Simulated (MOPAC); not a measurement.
A run for MOPAC: PM6 on NiCl, 2S+1 = 4, a spin state set in the input, which need not be the lowest, a point of a bond scan (R = 2.097 Å).

```
PM6 1SCF PRECISE CHARGE=0 UHF MS=1.5 THREADS=1
ClNi

Ni     0.00000000 1     0.00000000 1     0.00000000 1
Cl     0.00000000 1     0.00000000 1     2.09653200 1
```

The log:

```
*******************************************************************************
 **                                                                           **
 **                              MOPAC v23.2.5                                **
 **                                                                           **
 *******************************************************************************
 ** MOPAC's Digital Object Identifier: https://doi.org/10.5281/zenodo.6511958 **
 **                                                                           **
 ** Please cite the open-source release paper for use of this MOPAC version:  **
 ** J. E. Moussa and J. J. P. Stewart (2026)                                  **
 ** MOPAC: An open-source semiempirical molecular orbital program             **
 ** J. Open Source Softw., 11(119), 8025, https://doi.org/10.21105/joss.08025 **
 *******************************************************************************

                              PM6 CALCULATION RESULTS

 *******************************************************************************
 *  PM6        - The PM6 Hamiltonian to be used
 *  UHF        - UNRESTRICTED HARTREE-FOCK CALCULATION
 *
 *
 *
 *                 CHARGE ON SYSTEM = 0
 *
 *
 *
 *  MS=        - IN MECI, MAGNETIC COMPONENT OF SPIN =  1.5
 *  PRECISE    - TIGHTER CRITERIA TO BE USED
 *  1SCF       - DO 1 SCF AND THEN STOP
 *  THREADS=1  - MULTI-THREADING NOT USED
 *  T=         - A TIME OF 172800.0 SECONDS REQUESTED
 *  DUMP=N     - RESTART FILE WRITTEN EVERY 7200.0 SECONDS REQUESTED
 *******************************************************************************
PM6 1SCF PRECISE CHARGE=0 UHF MS=1.5 THREADS=1
 ClNi

   ATOM   CHEMICAL          X               Y               Z
  NUMBER   SYMBOL      (ANGSTROMS)     (ANGSTROMS)     (ANGSTROMS)

     1      Ni          0.00000000  *   0.00000000  *   0.00000000  *
     2      Cl          0.00000000  *   0.00000000  *   2.09653200  *



          CARTESIAN COORDINATES

    NO.       ATOM           X           Y           Z

     1        Ni          0.0000      0.0000      0.0000
     2        Cl          0.0000      0.0000      2.0965

 General Reference for PM6:
 "Optimization of Parameters for Semiempirical Methods V: Modification of NDDO Approximations
 and Application to 70 Elements", J. J. P. Stewart, J. Mol. Mod., 13, 1173-1213 (2007)
 URL: https://link.springer.com/article/10.1007/s00894-007-0233-4

           Empirical Formula: Ni Cl  =     2 atoms



      MOLECULAR POINT GROUP   :   C*v


          UHF CALCULATION, NO. OF ALPHA ELECTRONS =   10
                           NO. OF BETA  ELECTRONS =    7

 -------------------------------------------------------------------------------
 PM6 1SCF PRECISE CHARGE=0 UHF MS=1.5 THREADS=1
 ClNi



     1SCF WAS SPECIFIED, SO BFGS WAS NOT USED
     SCF FIELD WAS ACHIEVED


                              PM6 CALCULATION
                                                       MOPAC v23.2.5 Linux




          FINAL HEAT OF FORMATION =         69.88099 KCAL/MOL =     292.38208 KJ/MOL


          COSMO AREA              =         74.78 SQUARE ANGSTROMS
          COSMO VOLUME            =         56.74 CUBIC ANGSTROMS

          IONIZATION POTENTIAL    =          6.554271 EV
          ALPHA SOMO LUMO (EV)    =         -6.554 14.035
          BETA  SOMO LUMO (EV)    =        -10.620 -2.433
          NO. OF ALPHA ELECTRONS  =         10
          NO. OF BETA  ELECTRONS  =          7
          MOLECULAR WEIGHT        =         94.1630         POINT GROUP:  C*v

          MOLECULAR DIMENSIONS (Angstroms)

            Atom       Atom       Distance
           Cl     2   Ni     1     2.09653
           Cl     2   Ni     1     0.00000
           Ni     1   Cl     2     0.00000


          SCF CALCULATIONS        =          1





   ATOM   CHEMICAL          X               Y               Z
  NUMBER   SYMBOL      (ANGSTROMS)     (ANGSTROMS)     (ANGSTROMS)

     1      Ni          0.00000000  *   0.00000000  *   0.00000000  *
     2      Cl          0.00000000  *   0.00000000  *   2.09653200  *

                             CARTESIAN COORDINATES

   1   Ni        0.000000000     0.000000000     0.000000000
   2   Cl        0.000000000     0.000000000     2.096532000


           Empirical Formula: Ni Cl  =     2 atoms



      MOLECULAR POINT GROUP   :   C*v


          ALPHA EIGENVALUES
 -27.43173 -14.88490 -14.02616 -14.02616 -12.93418 -12.93418 -11.95037 -10.88212
 -10.88212  -6.55427  14.03545  14.03545  14.15166  91.83167  91.97471  91.97471
  92.35373  92.35373


           BETA EIGENVALUES
 -24.88851 -13.79495 -11.85021 -11.85021 -10.81365 -10.62015 -10.62015  -2.43349
  -2.43349  -1.12640  14.88754  14.88754  15.58730  92.44449  92.51750  92.51750
  92.66073  92.66073


              NET ATOMIC CHARGES AND DIPOLE CONTRIBUTIONS

  ATOM NO.   TYPE          CHARGE      No. of ELECS.   s-Pop       p-Pop       d-Pop
    1         Ni           0.409282        9.5907     1.35494     0.05782     8.17796
    2         Cl          -0.409282        7.4093     1.99485     5.41332     0.00111
 DIPOLE           X         Y         Z       TOTAL
 POINT-CHG.     0.000     0.000    -4.121     4.121
 HYBRID         0.000     0.000    -0.146     0.146
 SUM            0.000     0.000    -4.268     4.268


          ATOMIC ORBITAL ELECTRON POPULATIONS

     Atom    s        px        py        pz      x^2-y^2     xz        z^2       yz        xy
    1 Ni   1.35494   0.00486   0.00486   0.04811   1.99997   1.10387   1.97028   1.10387   1.99997
    2 Cl   1.99485   1.89107   1.89107   1.63119   0.00003   0.00021   0.00063   0.00021   0.00003


                    (SZ)    =    1.500000
                    (S**2)  =    3.751061


          ATOMIC ORBITAL SPIN POPULATIONS

    Atom   Total    s     px     py     pz   x^2-y^2  xz     z^2    yz     xy
         Atomic
    1 Ni  2.4702  0.641 -0.000 -0.000  0.010  0.000  0.896  0.028  0.896  0.000
    2 Cl  0.5298  0.004  0.105  0.105  0.317 -0.000  0.000  0.000  0.000 -0.000

 **********************
 *                    *
 * JOB ENDED NORMALLY *
 *                    *
 **********************




 == MOPAC DONE ==
```

The run finished.

Cost: about 0.04 core-seconds (a rough figure).
